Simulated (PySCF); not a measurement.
AlI₃, charge -1, doublet, geometry from GFN2-xTB (such geometries of metal compounds can be far from the true shape) (a state made from the parent by changing its charge; the spin is typed, not shown lowest) (all electrons, no relativity) (in this run its highest filled SCF level lies above zero, so its values depend strongly on the basis, on diffuse functions most of all); WB97M-V/STO-3G run with PySCF.

The PySCF input:
```python
from pyscf import gto, scf, dft

mol = gto.Mole()
mol.atom = '''
    Al   -0.00005548   -0.01804802    0.00950175
    I    -2.21432464   -1.52782833   -0.06927200
    I     0.00722505    2.35047760   -1.23745696
    I     2.20711320   -0.81822240    1.30439834
'''
mol.basis = 'sto-3g'
mol.charge = -1
mol.spin = 1
mol.verbose = 4
mol.build()

mf = dft.UKS(mol)
mf.xc = 'wb97m_v'
mf.kernel()
```

It wrote (shortened):

```
PySCF version 2.14.0

[INPUT] verbose = 4
[INPUT] num. atoms = 4
[INPUT] num. electrons = 173
[INPUT] charge = -1
[INPUT] spin (= nelec alpha-beta = 2S) = 1
[INPUT] symmetry False subgroup None
[INPUT] Mole.unit = angstrom
[INPUT] Symbol           X                Y                Z      unit          X                Y                Z       unit  Magmom
[INPUT]  1 Al    -0.000055480000  -0.018048020000   0.009501750000 AA   -0.000104842005  -0.034105814891   0.017955705204 Bohr   0.0
[INPUT]  2 I     -2.214324640000  -1.527828330000  -0.069272000000 AA   -4.184467120476  -2.887177109052  -0.130905108101 Bohr   0.0
[INPUT]  3 I      0.007225050000   2.350477600000  -1.237456960000 AA    0.013653365736   4.441758925925  -2.338454745337 Bohr   0.0
[INPUT]  4 I      2.207113200000  -0.818222400000   1.304398340000 AA    4.170839473912  -1.546216244984   2.464955619937 Bohr   0.0

nuclear repulsion = 1369.07297137042
number of shells = 38
number of NR pGTOs = 270
number of NR cGTOs = 90
basis = sto-3g
ecp = {}

******** <class 'pyscf.dft.uks.UKS'> ********
method = UKS
initial guess = minao
damping factor = 0
level_shift factor = 0
DIIS = <class 'pyscf.scf.diis.CDIIS'>
diis_start_cycle = 1
diis_space = 8
diis_damp = 0
SCF conv_tol = 1e-09
SCF conv_tol_grad = None
SCF max_cycles = 50
direct_scf = True
direct_scf_tol = 1e-13
number electrons alpha = 87  beta = 86
XC library pyscf.dft.libxc version 7.1.2
    S. Lehtola, C. Steigemann, M. J. T. Oliveira, and M. A. L. Marques,  SoftwareX 7, 1–5 (2018)
XC functionals = wb97m_v
    N. Mardirossian and M. Head-Gordon,  J. Chem. Phys. 144, 214110 (2016)
radial grids:
    Treutler-Ahlrichs [JCP 102, 346 (1995); DOI:10.1063/1.469408] (M4) radial grids

becke partition: Becke, JCP 88, 2547 (1988); DOI:10.1063/1.454033
pruning grids: <function nwchem_prune>
grids dens level: 3
symmetrized grids: False
atomic radii adjust function: <function treutler_atomic_radii_adjust>
** Following is NLC and NLC Grids **
NLC functional = wb97m_v
radial grids:
    Treutler-Ahlrichs [JCP 102, 346 (1995); DOI:10.1063/1.469408] (M4) radial grids

becke partition: Becke, JCP 88, 2547 (1988); DOI:10.1063/1.454033
pruning grids: <function nwchem_prune>
grids dens level: 3
symmetrized grids: False
atomic radii adjust function: <function treutler_atomic_radii_adjust>
small_rho_cutoff = 0
Set gradient conv threshold to 3.16228e-05
tot grids = 85056
tot grids = 85056
init E= -20732.8562087553

cycle= 1 E= -20798.4363529159  delta_E= -65.6  |g|= 0.228  |ddm|= 1.96
cycle= 2 E= -20798.499083345  delta_E= -0.0627  |g|= 0.0801  |ddm|= 0.784
cycle= 3 E= -20798.5044929791  delta_E= -0.00541  |g|= 0.00573  |ddm|= 0.169
cycle= 4 E= -20798.5045452274  delta_E= -5.22e-05  |g|= 0.00128  |ddm|= 0.0167
cycle= 5 E= -20798.5045492205  delta_E= -3.99e-06  |g|= 0.000207  |ddm|= 0.00574
cycle= 6 E= -20798.5045493496  delta_E= -1.29e-07  |g|= 3.73e-05  |ddm|= 0.00111
cycle= 7 E= -20798.5045493545  delta_E= -4.85e-09  |g|= 7.78e-06  |ddm|= 0.000238
cycle= 8 E= -20798.5045493547  delta_E= -2.18e-10  |g|= 8.57e-07  |ddm|= 5.49e-05
Extra cycle  E= -20798.5045493547  delta_E= 2.91e-11  |g|= 3.66e-07  |ddm|= 4.02e-06
converged SCF energy = -20798.5045493547  <S^2> = 0.75105129  2S+1 = 2.001051
```
